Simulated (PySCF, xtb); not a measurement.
Mo(NH)(F)3(Cl) (ClF₃HMoN), SMILES [F][Mo](=[NH])([F])([Cl])[F], multiplicity 1.

Harmonic wavenumbers (cm⁻¹) from GFN2-xTB in xtb 6.7.1 at its own minimum, in rising order: 100, 183, 207, 250, 264, 272, 310, 325, 437, 489, 536, 599, 608, 1036, 3452.

### Question
What does B3LYP-D3(BJ)/def2-SVP in PySCF 2.14.0 give at its own minimum? (Estimate from the structure and the level; the computed values follow.)

### Answer
99, 190, 219, 246, 266, 280, 314, 382, 486, 533, 635, 700, 713, 1098, 3610. Paired by order, the mean absolute difference is 48 cm⁻¹ and the zero-point energies are 13.0 and 14.0 kcal/mol.
